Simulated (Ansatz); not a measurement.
```yaml
crystal:
  periodic: [false, false, false]
  atoms:
    - {symbol: O, position_ang: [-0.280231, 1.145420, 0.820698]}
    - {symbol: C, position_ang: [0.441404, 0.132839, 0.362932]}
    - {symbol: F, position_ang: [0.810714, -0.606483, 1.364337]}
    - {symbol: F, position_ang: [1.794082, 0.612676, -0.131468]}
    - {symbol: Al, position_ang: [-0.677359, -0.646512, -1.025233]}
    - {symbol: H, position_ang: [0.247484, 1.650881, 1.509733]}
    - {symbol: H, position_ang: [-0.443314, -0.362083, -2.541918]}
    - {symbol: H, position_ang: [-0.230231, 1.145420, 0.820698]}
basis:
  gaussian: {orbitals: def2-TZVPP}
hamiltonian: {xc: {name: wB97X-V}}
output: {forces: true}
```

```sh
$ ansatz run in.yaml --threads 2 --pin off --events-out ev --progress --plain --max-ram 4352MiB
```

Shortened log:

```
Functional definition: wB97X-V
1108 factors; their error is unknown
241 factors; integrals over basis functions are off by at most 1.3e-5 eV
mean field evaluation 1: about -13379.6032 eV, gradient 1.6e2 eV
mean field evaluation 2: about -13357.6892 eV, gradient 1.8e2 eV
mean field evaluation 4: about -13406.9348 eV, gradient 1.3e1 eV
mean field evaluation 8: about -13407.3052 eV, gradient 6.3e-1 eV
mean field evaluation 16: about -13407.7478 eV, gradient 1.7e-1 eV
mean field -13407.74852192 eV, -492.7256700822 hartree, gradient 3.2e-5 eV, S^2 0.000000; 2 other end points of the search recorded, 0 dependent functions left out
reference -13407.74852009 eV, -492.7256700150 hartree; 24, 24 occupied and 184, 184 virtual orbitals, 1108 factors
Total energy: -13407.74852009 eV, -492.7256700150 hartree
Atom 0 at    -0.280231     1.145420     0.820698 Å, force -43648.633158    -0.639046    -7.362559 eV/Å
Atom 1 at     0.441404     0.132839     0.362932 Å, force     5.871668    -5.358679    -5.780154 eV/Å
Atom 2 at     0.810714    -0.606483     1.364337 Å, force    -0.053353     0.135752     1.434625 eV/Å
Atom 3 at     1.794082     0.612676    -0.131468 Å, force    -2.072145     0.831483     1.614671 eV/Å
Atom 4 at    -0.677359    -0.646512    -1.025233 Å, force    -3.317360    -2.473844    -0.383972 eV/Å
Atom 5 at     0.247484     1.650881     1.509733 Å, force    -1.301636    -0.251596    -0.600761 eV/Å
Atom 6 at    -0.443314    -0.362083    -2.541918 Å, force     0.963299     0.737140    -0.521287 eV/Å
Atom 7 at    -0.230231     1.145420     0.820698 Å, force 43648.542686     7.018790    11.599436 eV/Å
Dipole moment:     0.536406     1.276411     1.144320 e Å
```

(1) Something in this input is off. What?

Results:

(1) One atom was put on top of another. The run converged. The result belongs to that input, not to the molecule as meant.
